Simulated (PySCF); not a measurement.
[TiF6]3- holds Ti(III), d1, at total charge -3. The structure is a model geometry with rigid ligands and bond lengths from ionic radii, not a minimum; coordination octahedral, point group Oh, metal–donor distances 1.97 Å.

```
7

Ti    0.0000    0.0000    0.0000
F     0.0000    0.0000    1.9700
F     0.0000    0.0000   -1.9700
F     1.9700    0.0000    0.0000
F    -1.9700    0.0000    0.0000
F     0.0000    1.9700    0.0000
F     0.0000   -1.9700    0.0000
```

Method (PySCF 2.14, density fitting): CASSCF(1,5) with orbitals averaged over all microstates of the shell, strongly contracted NEVPT2 on the averaged canonical orbitals; basis x2c-TZVPall on the metal, x2c-SVPall elsewhere; spin-free X2C; IEF-PCM water; spin-orbit coupling by state interaction with the mean-field operator over all roots.

Question: Which term lies lowest, and with what spin?

Answer: 2T2g (S = 1/2, orbital degeneracy 3), with 1.0 electrons in the lower (t2g-type) set and 0.0 in the upper (eg-type) set, by NEVPT2.

Question: List the excited states of the same spin.

Answer: By NEVPT2: 2Eg at 18145 cm⁻¹ (551 nm). All are electric-dipole forbidden at this geometry.

Question: What ligand-field parameters describe the result?

Answer: At NEVPT2 level: orbital energies 0, 0, 0, 18145, 18145 cm⁻¹; 10Dq = 18145 cm⁻¹; ζ = 139 cm⁻¹ (free ion 152).

Question: What magnetic behaviour follows?

Answer: Degenerate or low-lying orbital states mix with the ground state, so no spin-only Hamiltonian applies. The lowest spin-orbit level is 4-fold; the next lies at 216.4 cm⁻¹. μeff is 1.89 μB at 300 K and 0.44 μB at 10 K; the spin-only value is 1.73 μB.

The ground state is orbitally degenerate in this regular structure, which would distort (Jahn–Teller), so its moment is that of the undistorted model. NEVPT2 on the d shell alone tends to put d–d bands too high for such charged or covalently bound ions.

The job took 9.5 s on one thread of Arm Neoverse V1 (shared host), with 132 basis functions, launched as `OMP_NUM_THREADS=1 python lf_run.py task.json out`.
